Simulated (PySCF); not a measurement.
Which determinant of BeN⁺ lies lowest?

Unrestricted PBE0; PySCF, spin-free X2C with a Gaussian nucleus, basis sets Be x2c-SVPall, N x2c-SVPall. Outer shells of the fragments: Be+ 2s1; N 2s2 2p3.

Followed along the bond (rough minima from three points):

```json
{"2Ms+1": "3", "unpaired": "π ↑↑", "⟨S²⟩ at the start": "2.04", "R at minimum (Å)": "1.62", "Te (eV)": "0.00"}
{"2Ms+1": "1", "unpaired": "π ↑↓", "⟨S²⟩ at the start": "1.00", "R at minimum (Å)": "1.60", "Te (eV)": "0.53"}
{"2Ms+1": "3", "unpaired": "σ ↑, π ↑", "⟨S²⟩ at the start": "2.04", "R at minimum (Å)": "none in the scan", "Te (eV)": "≤ 1.01"}
{"2Ms+1": "5", "unpaired": "σ ↑↑, π ↑↑", "⟨S²⟩ at the start": "6.00", "R at minimum (Å)": "none in the scan", "Te (eV)": "≤ 1.75"}
```

Solutions found at the starting distance of 1.715 Å, counted from the lowest of them; the search is not exhaustive and high or unbound solutions are not listed, so other states can lie among these:

| 2Ms+1 | unpaired | term | E (eV) | ⟨S²⟩ | ⟨Lz²⟩ | μ (D) |
| --- | --- | --- | --- | --- | --- | --- |
| 3 | π ↑↑ | ³Σ⁻ | 0.00 | 2.04 | 0.00 | -7.38 |
| 1 | π ↑↓ | mixed | 0.56 | 1.00 | 2.00 | -7.52 |
| 3 | σ ↑, π ↑ | ³Π | 1.61 | 2.04 | 1.01 | -7.06 |
| 5 | σ ↑↑, π ↑↑ | ⁵Σ⁻ | 1.86 | 6.00 | 0.00 | -0.70 |
| 1 | none | mixed | 2.13 | 0.00 | 2.00 | -7.33 |
| 1 | σ ↓, π ↑ | mixed | 2.27 | 1.01 | 1.02 | -7.21 |
| 3 | σ ↑↑, π ↑↓ | mixed | 3.21 | 3.00 | 2.01 | -0.76 |
| 1 | σ ↓↓, π ↑↑ | mixed | 3.28 | 2.01 | 0.00 | -0.82 |
| 3 | σ ↑, π ↑ | ³Π | 3.70 | 2.00 | 1.00 | -1.00 |
| 1 | σ ↓, π ↑ | mixed | 3.76 | 1.00 | 1.00 | -0.96 |

A term symbol is given only where ⟨S²⟩ and ⟨Lz²⟩ are close to those of a pure state; real π, δ and φ orbitals otherwise mix terms. A positive dipole points towards N; it is taken about the centre of mass and depends on that origin.

Counting both spins, an empty level lies below a filled one in some of these solutions, because spin and occupation are held.
